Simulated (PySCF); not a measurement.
These are B3LYP-D3(BJ)/def2-TZVP // r2SCAN-D4/def2-SVP in PySCF values and carry that method's errors. Gas-phase values, no solvent. One relaxed conformer stands for a flexible species; it need not be the lowest. B3LYP has the VWN-RPA correlation part, as in Gaussian. 

Reference species: [Nb(F)5] (neutral, multiplicity 1).

```
Item                                                           Result
------------------------------------------------------------  -------
HOMO–LUMO gap                                                 8.20 eV
mean distance from the central atom to its bonded neighbours  1.853 Å
coordination number                                                 5
```

Changed species: [Nb(F)2(NH2)3] (3 of 5 F replaced by NH2; the reference has 0 of 5 F replaced by NH2).

Q: Give the shifts of the HOMO–LUMO gap, mean distance from the central atom to its bonded neighbours and coordination number.

A: the HOMO–LUMO gap drops by 3.80 eV, to 4.40 eV; the mean distance from the central atom to its bonded neighbours rises by 0.092 Å, to 1.945 Å; the coordination number is nearly the same.
